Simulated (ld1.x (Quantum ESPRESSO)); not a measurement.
# Cu (Z = 29), PAW: configuration errors across variants

* Element: copper (Cu)
* Generator: ld1.x (Quantum ESPRESSO) 7.5
* Type: PAW
* Functional: PBE
* Relativity: scalar-relativistic
* Frozen core: [Ar]
* Valence charge: 11
* Reference configuration: 3d10 4s0.5 4p0.5
* Partial waves: 4s (bound): rcut 1.60, rcutus 2.20 bohr; 4s channel at 0.4 Ry: rcut 1.60, rcutus 2.20 bohr; 4p (bound): rcut 2.50, rcutus 2.95 bohr; 4p channel at 1.25 Ry: rcut 2.50, rcutus 2.95 bohr; 3d (bound): rcut 1.35, rcutus 1.55 bohr; 3d channel at 0.05 Ry: rcut 1.35, rcutus 1.55 bohr
* Local potential: all-electron potential smoothed inside 2.30 bohr (lloc = -1)
* Core correction: Bessel-smoothed model core inside 1.40 bohr
* Augmentation charge: BESSEL, radius 1.15 bohr

All-electron excitation energies from the reference (eV): (1) 3d10 4s1 4p0 -2.009; (2) 3d10 4s0 4p0 6.139; (3) 3d9 4s0 4p0 27.471; (4) 3d9 4s1 4p1 4.801; (5) 3d9 4s2 4p0 -0.039; (6) 3d10 4s0.5 4p0 1.153; (7) 3d10 4s0 4p1 2.127.

The overlap operator is not positive definite (basis up to 400 Ry) in “local potential all-electron potential smoothed inside 3.14 bohr (lloc = -1)”. Such files are unfit for use, however small their errors in these radial tests.

2 further variants failed, have other tests or too few solved ones, and are left out.

Errors AE − PS in meV (a dash: test not solved or not reliable):

```tsv
change	(1)	(2)	(3)	(4)	(5)	(6)	(7)	bound ghosts
base	-0.4	-2.9	-66	-64	-77	-0.1	-1.0	none
waves 4p (bound): rcut 2.50, rcutus 4.10 bohr; 4p channel at 1.25 Ry: rcut 2.50, rcutus 4.10 bohr	-0.3	-3.1	-65	-43	-76	-0.2	-1.0	none
local potential all-electron potential smoothed inside 2.20 bohr (lloc = -2)	-0.4	-3.2	-67	-67	-81	-0.2	-1.0	none
local potential all-electron potential smoothed inside 3.14 bohr (lloc = -1)	-0.7	-5.2	-84	-109	-138	-0.4	-1.1	not determined (overlap not positive)
waves 4s (bound): rcut 1.60, rcutus 2.62 bohr; 4s channel at 0.4 Ry: rcut 1.60, rcutus 2.62 bohr	+0.1	-1.6	-68	-48	-31	-0.2	-0.6	none
waves 3d (bound): rcut 1.35, rcutus 1.62 bohr; 3d channel at 0.05 Ry: rcut 1.35, rcutus 1.62 bohr	-0.4	-3.0	-67	-64	-78	-0.2	-1.0	none
type TM; waves now 4s (bound): rc 2.20 bohr; 4p (bound): rc 2.95 bohr; 3d (bound): rc 1.55 bohr; local potential all-electron potential smoothed inside 2.75 bohr (lloc = -2)	-0.5	-7.0	-276	-269	-264	-0.7	-0.8	none
all radii but the core radius scaled by about 0.94 (s 2.06, p 2.76, d 1.46 bohr, rcut 1.50/2.34/1.26); local potential all-electron potential smoothed inside 2.16 bohr (lloc = -1); augmentation BESSEL, radius 1.08 bohr	-0.3	-2.8	-64	-62	-74	-0.2	-1.0	none
```

Question: Give the same row for: core correction Bessel-smoothed model core inside 0.88 bohr.

Answer: -0.4, -2.9, -66, -63, -76, -0.1, -1.0; bound ghosts: none.
